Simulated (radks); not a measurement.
Results of a calculation; reference values are marked as such.
Neutral potassium, 19 electrons, occupied as [Ar] 4s1. Code: a radial shooting solver on a logarithmic mesh with Libxc functionals. Model: Dirac Kohn-Sham, LDA (Slater exchange, Perdew-Wang correlation), spin-unpolarised, spherical densities, finite nucleus; Fermi nuclear charge, rms radius 3.4349 fm. Some entries of the table are withheld. Estimate them.

| orbital | occ. | eigenvalue (eV) | <r^2> (bohr^2) | <1/r> (bohr^-1) |
|---|---|---|---|---|
| 1s1/2 | 2 | -3511.063 | 0.008877 | (1) |
| 2s1/2 | 2 | -352.1941 | (2) | 3.794 |
| 2p1/2 | 2 | -281.8856 | 0.1517 | (3) |
| 2p3/2 | 4 | -279.0012 | 0.1537 | (4) |
| 3s1/2 | 2 | -35.1783 | 1.873 | (5) |
| 3p1/2 | 2 | (6) | 2.445 | 0.9628 |
| 3p3/2 | 4 | (7) | 2.476 | 0.9554 |
| 4s1/2 | 1 | -2.4277 | 27.81 | 0.2627 |

Answer. 
(1) 1s1/2 <1/r> (bohr^-1): 18.67
(2) 2s1/2 <r^2> (bohr^2): 0.1794
(3) 2p1/2 <1/r> (bohr^-1): 3.722
(4) 2p3/2 <1/r> (bohr^-1): 3.687
(5) 3s1/2 <1/r> (bohr^-1): 1.103
(6) 3p1/2 eigenvalue (eV): -19.0179
(7) 3p3/2 eigenvalue (eV): -18.7467
